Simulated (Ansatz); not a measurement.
Cs2F3⁺. Charge 1, multiplicity 3. Geometry r2SCAN-D4/def2-SVP, that of the neutral doublet; atoms count from 1.

Cartesian coordinates in Å:
```
Cs 0.1561 0.8742 -1.8815
Cs 0.4036 -1.1999 1.6515
F -0.5056 1.3403 0.8222
F -1.6479 -0.0883 0.0632
F 1.5938 -0.9263 -0.6554
```

In the def2 sets Cs takes a core potential; there is no spin–orbit coupling. At PBE0-D4/def2-TZVP a singlet of charge 1 lies 1.40 eV below the triplet, each at its own geometry. The structure comes from a short search, and lower isomers may exist.

Problem. Estimate the Mulliken populations from the PBE0/def2-TZVP orbitals of Ansatz.

Solution. 
| atom | charge (e) | spin (α − β) |
| --- | --- | --- |
| Cs1 | 0.93 | 0.02 |
| Cs2 | 0.93 | 0.02 |
| F3 | -0.31 | 0.62 |
| F4 | -0.32 | 0.62 |
| F5 | -0.23 | 0.72 |
Mulliken values and Mayer orders depend strongly on the basis.

Problem. Where does the spin sit?

Solution. Summed by element: Cs 0.04, F 1.96, of 2 unpaired in all. Largest on single atoms: F5 0.72, F3 0.62, F4 0.62.
